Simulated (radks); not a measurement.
The chlorine anion Cl-, [Ar], held by a Watson sphere: a shell of charge +1.1 at radius R that stands for the Madelung well of a crystal (potential energy -1.1/R inside, -1.1/r outside, in hartree with lengths in bohr). All-electron calculation, non-relativistic Kohn-Sham, LDA (Slater exchange, VWN5 correlation), spin-polarised, spherical densities, point nucleus. Program: a radial shooting solver on a logarithmic mesh with Libxc functionals. Response by self-consistent Sternheimer equations with the Hartree and adiabatic LDA kernel. The sphere does not respond.

R (bohr) = 1.84: e(2p) (eV) -190.66; e(3s) (eV) -22.172; e(3p) (eV) -10.453; <r> 3p (bohr) 1.838; sum of <r^2> (bohr^2) 31.61; X-ray form factor at sin(theta)/lambda = 0.2 1/angstrom 12.287; alpha (bohr^3) 15.84
R (bohr) = 2.19: e(2p) (eV) -190.42; e(3s) (eV) -21.367; e(3p) (eV) -9.849; <r> 3p (bohr) 1.885; sum of <r^2> (bohr^2) 33.11; X-ray form factor at sin(theta)/lambda = 0.2 1/angstrom 12.177; alpha (bohr^3) 17.96
R (bohr) = 2.85: e(2p) (eV) -189.79; e(3s) (eV) -19.995; e(3p) (eV) -8.646; <r> 3p (bohr) 1.953; sum of <r^2> (bohr^2) 35.42; X-ray form factor at sin(theta)/lambda = 0.2 1/angstrom 12.060; alpha (bohr^3) 22.55
R (bohr) = 2.97: e(2p) (eV) -189.65; e(3s) (eV) -19.770; e(3p) (eV) -8.436; <r> 3p (bohr) 1.962; sum of <r^2> (bohr^2) 35.76; X-ray form factor at sin(theta)/lambda = 0.2 1/angstrom 12.048; alpha (bohr^3) 23.42
R (bohr) = 3.8: e(2p) (eV) -188.63; e(3s) (eV) -18.420; e(3p) (eV) -7.120; <r> 3p (bohr) 2.010; sum of <r^2> (bohr^2) 37.61; X-ray form factor at sin(theta)/lambda = 0.2 1/angstrom 12.005; alpha (bohr^3) 29.33
